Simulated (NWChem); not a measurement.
# Correlation energy of Br (+1)

```xyz
1

Br     0.0000     0.0000     0.0000
```
Charge +1, spin multiplicity 3.

All runs are NWChem calculations.

Basis set: def2-TZVP. Each correlation energy counts from its own Hartree-Fock reference.

```json
[
 {"method": "CCSD on UHF", "correlation energy (mHa)": "-225.8"},
 {"method": "CCSD[T] on UHF", "correlation energy (mHa)": "-231.5"},
 {"method": "CCSD(T) on ROHF", "correlation energy (mHa)": "-237.0"},
 {"method": "CCSD[T] on ROHF", "correlation energy (mHa)": "-237.2"},
 {"method": "CCSD(T) on UHF", "correlation energy (mHa)": "-231.3"},
 {"method": "SCS-UMP2", "correlation energy (mHa)": "-199.2"},
 {"method": "CCSD on ROHF", "correlation energy (mHa)": "-231.2"},
 {"method": "UMP2", "correlation energy (mHa)": "-213.3"}
]
```

The values span 38.0 mHa, from CCSD[T] on ROHF (lowest) to SCS-UMP2 (highest). 

The Hamiltonian is non-relativistic. The correlated methods keep 9 core orbitals frozen. No SCF solution was tested for a lower state. Open-shell Hartree-Fock references start from PBE0 orbitals. Coupled-cluster values serve here as a point of comparison, not as the truth.
